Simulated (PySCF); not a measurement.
CH₂F, SMILES [CH2]F, multiplicity 2. Atoms are numbered in the order given.

```xyz
4

C     -0.6543     0.0557     0.0000
F      0.6848    -0.0096     0.0000
H     -1.1189    -0.1240     0.9585
H     -1.1189    -0.1240    -0.9585
```
Charge 0, spin multiplicity 2.

Geometry: B3LYP-D3(BJ)/def2-TZVPD. The isomer is the one that the SMILES or the coordinates give; other isomers of the formula were not compared.

Method: PBE/def2-TZVPD in PySCF.

Mulliken values depend strongly on the basis, most of all with diffuse functions as here. ESP charges are fitted to the potential on shells at 1.4 to 2.0 van der Waals radii. Atomic charges (e):

| atom | Mulliken | ESP fit | Mulliken spin |
|---|---|---|---|
| C1 | -0.26 | ___ | 0.92 |
| F2 | -0.16 | ___ | 0.08 |
| H3 | 0.21 | ___ | 0.00 |
| H4 | 0.21 | ___ | 0.00 |

Q: Complete the blanks. (An estimate is asked for; the answer gives what the named calculation found.)

A: 
- C1, ESP fit: -0.33
- F2, ESP fit: -0.05
- H3, ESP fit: 0.19
- H4, ESP fit: 0.19
